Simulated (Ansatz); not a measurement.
Input file for `CC(C)[O][Al]([Cl])[CH](C)C`:

```yaml
crystal:
  periodic: [false, false, false]
  atoms:
    - {symbol: C, position_ang: [-0.059544, -1.858790, -1.936109]}
    - {symbol: C, position_ang: [-1.032944, -1.173217, -0.996790]}
    - {symbol: C, position_ang: [-2.471162, -1.533437, -1.310284]}
    - {symbol: O, position_ang: [-0.884974, 0.221979, -1.094358]}
    - {symbol: Al, position_ang: [-0.013685, 1.487580, -0.426241]}
    - {symbol: Cl, position_ang: [-0.421351, 3.378585, -1.244629]}
    - {symbol: C, position_ang: [1.313084, 1.340012, 1.006080]}
    - {symbol: C, position_ang: [1.094673, 2.390535, 2.096906]}
    - {symbol: C, position_ang: [1.414529, -0.065009, 1.595981]}
    - {symbol: H, position_ang: [-0.247193, -1.543140, -2.965463]}
    - {symbol: H, position_ang: [-0.163225, -2.945087, -1.881281]}
    - {symbol: H, position_ang: [0.972192, -1.602793, -1.681473]}
    - {symbol: H, position_ang: [-0.809134, -1.495248, 0.030699]}
    - {symbol: H, position_ang: [-2.719723, -1.228632, -2.329794]}
    - {symbol: H, position_ang: [-2.631598, -2.610342, -1.218528]}
    - {symbol: H, position_ang: [-3.151379, -1.022617, -0.626262]}
    - {symbol: H, position_ang: [2.270816, 1.572463, 0.516721]}
    - {symbol: H, position_ang: [1.904831, 2.362148, 2.834829]}
    - {symbol: H, position_ang: [1.051157, 3.404242, 1.691578]}
    - {symbol: H, position_ang: [0.161855, 2.215620, 2.642721]}
    - {symbol: H, position_ang: [1.633378, -0.822327, 0.838497]}
    - {symbol: H, position_ang: [0.485317, -0.361161, 2.092732]}
    - {symbol: H, position_ang: [2.208878, -0.118166, 2.349767]}
basis:
  gaussian: {orbitals: def2-TZVPP}
correlation: {method: ccsd_t}
output: {orbitals: {seedname: orbitals}}
```

```sh
$ ansatz run in.yaml --threads 6 --pin off --events-out ev --progress --plain --backend cuda
```

Log, shortened:

```
Functional definition: HF
2905 factors; integrals over basis functions are off by at most 1.0e-3 eV
mean field evaluation 1: about -27527.6938 eV, gradient 5.6e1 eV
mean field evaluation 2: about -27528.0725 eV, gradient 5.6e1 eV
mean field evaluation 4: about -27535.6084 eV, gradient 6.7e0 eV
mean field evaluation 8: about -27535.7461 eV, gradient 5.2e-1 eV
mean field -27535.74689179 eV, -1011.9200338738 hartree, gradient 2.0e-6 eV, S^2 0.000000; 0 other end points of the search recorded, 0 dependent functions left out
17 core orbitals not correlated: weight in the atoms' cores, before any rotation towards them, 1.000 or more for the frozen orbitals, at most 0.000 for the correlated occupied ones
reference -27535.74689179 eV, -1011.9200338738 hartree; 27, 27 occupied and 453, 453 virtual orbitals, 2905 factors
second order -42.22712883 eV of doubles, -0.00000000 eV of singles
cycle   1  -43.46022781 eV  change    -1.2e0 eV  update   1.3e-1
cycle   2  -44.40837963 eV  change   -9.5e-1 eV  update   3.7e-2
cycle   3  -44.61337483 eV  change   -2.0e-1 eV  update   1.9e-2
cycle   4  -44.60558854 eV  change    7.8e-3 eV  update   4.6e-3
cycle   5  -44.60319714 eV  change    2.4e-3 eV  update   2.3e-3
cycle   6  -44.60395970 eV  change   -7.6e-4 eV  update   7.4e-4
cycle   7  -44.60364195 eV  change    3.2e-4 eV  update   3.2e-4
cycle   8  -44.60356644 eV  change    7.6e-5 eV  update   8.7e-5
cycle   9  -44.60359395 eV  change   -2.8e-5 eV  update   3.2e-5
perturbative correction -1.77608556 eV, -0.0652699406 hartree
Total energy: -27582.12657130 eV, -1013.6244556585 hartree
```

It took 33 s on 6 threads of an AMD EPYC 7R13 on a shared host and a share of an NVIDIA H100 80 GB, with 2.4 GiB of host memory at the peak.

The correlation energy is -46.380 eV, 3.8 % of it from (T); the T1 diagnostic reads 0.0104.
